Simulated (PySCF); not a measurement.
Q: Write a Z-matrix for InChI=1S/C6H9N3/c1-2-3-6-8-4-7-5-9-6/h4-5H,2-3H2,1H3 as optimised with PBE0-D3(BJ)/def2-SVP.

A: 
Z-matrix in Å and degrees, rows numbered from 1:
```
C 
C   1  1.5190
C   2  1.5313  1  112.67
C   3  1.4931  2  111.11  1   179.94
N   4  1.3372  3  118.08  2   -88.83
C   5  1.3268  4  115.29  3   177.93
N   6  1.3295  5  125.77  4    -0.06
C   7  1.3296  6  114.04  5    -0.27
N   8  1.3267  7  125.76  6     0.24
H   1  1.1003  2  111.31  3  -179.98
H   1  1.1016  2  111.28  3   -59.92
H   1  1.1016  2  111.30  3    59.93
H   2  1.1030  1  110.16  3  -121.48
H   2  1.1030  1  110.16  3   121.48
H   3  1.1002  2  109.74  1   -59.98
H   3  1.1002  2  109.73  1    59.90
H   6  1.0973  5  117.11  4   179.82
H   8  1.0974  7  117.14  6  -179.88
```

The C–C distances run from 1.493 Å (C3–C4, drawn single) to 1.531 Å (C2–C3, drawn single), a spread of 0.038 Å. The 6-membered ring C4–N5–C6–N7–C8–N9 has internal angles of 114.0° to 125.8°; it is planar, 0.00 Å rms from its mean plane, widest ring torsion 0°.

The calculation used PBE0-D3(BJ)/def2-SVP geometry optimisation, gas phase in PySCF 2.14.0.

Point group: Cs (every atom within 0.08 Å of its image). No PBE0-D3(BJ)/def2-SVP frequencies stand behind this structure, so it isn't proved a minimum. The numbers are those of one conformer (C1–C2–C3–C4 180°, C2–C3–C4–N5 -89°).
